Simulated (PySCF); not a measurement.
PySCF job for BiH7Si2, SMILES [BiH]([SiH3])[SiH3], IEF-PCM-B3LYP/def2-SVP. Coordinates come from a PBE0-D3(BJ)/def2-SVP optimisation. The structure was generated by enumeration; whether it is a known compound was not checked. The def2 effective core potentials stand for the cores of Bi; spin–orbit coupling is left out.

```python
import numpy as np
from pyscf import gto, scf, dft
from pyscf.solvent import pcm

mol = gto.M(
    atom='''
    Bi    0.02082755    0.57281665   -0.00000000
    H    -1.77654139    0.56997840    0.00000000
    Si   -0.00148222   -1.35044370   -1.85126137
    H    -1.01262151   -2.40820987   -1.54794543
    H     1.35496928   -1.97973649   -1.89814714
    H    -0.29766911   -0.76272212   -3.19408685
    Si   -0.00148222   -1.35044368    1.85126139
    H    -1.01262151   -2.40820986    1.54794546
    H    -0.29766912   -0.76272207    3.19408687
    H     1.35496928   -1.97973647    1.89814717
    ''',
    basis='def2-SVP',
    ecp={'Bi': 'def2-svp'},
    charge=0,
    spin=0,
    max_memory=1600,
    verbose=3,
)
mf = dft.RKS(mol, xc='b3lyp').density_fit(auxbasis='def2-universal-jkfit')
mf.grids.level = 3
mf.conv_tol = 1e-9
mf.max_cycle = 100
mf.kernel()
res = {}
for name, eps in {'water': 78.355, 'ethylethanoate': 5.9867, 'dichloromethane': 8.93}.items():
    s = mf.PCM()
    s.with_solvent.method, s.with_solvent.eps, s.with_solvent.lebedev_order = 'IEF-PCM', eps, 29
    s.kernel(mf.make_rdm1())
    res[name] = (s.e_tot, eps, s.dip_moment(), s.mo_energy, s.converged)
    print(f'{name}: electrostatic solvation free energy {(s.e_tot - mf.e_tot) * 627.509474:.3f} kcal/mol')
```

Output:

```
converged SCF energy = -797.749863552458

WARN: PCM is an experimental feature. It is still in testing.
Features and APIs may be changed in the future.

converged SCF energy = -797.750931418122
Dipole moment(X, Y, Z, Debye):  0.69382,  1.13476, -0.00000
water: electrostatic solvation free energy -0.670 kcal/mol

WARN: PCM is an experimental feature. It is still in testing.
Features and APIs may be changed in the future.

converged SCF energy = -797.750644733016
Dipole moment(X, Y, Z, Debye):  0.60172,  1.00952, -0.00000
ethylethanoate: electrostatic solvation free energy -0.490 kcal/mol

WARN: PCM is an experimental feature. It is still in testing.
Features and APIs may be changed in the future.

converged SCF energy = -797.750736868534
Dipole moment(X, Y, Z, Debye):  0.62929,  1.04947, -0.00000
dichloromethane: electrostatic solvation free energy -0.548 kcal/mol
```

The run converged.
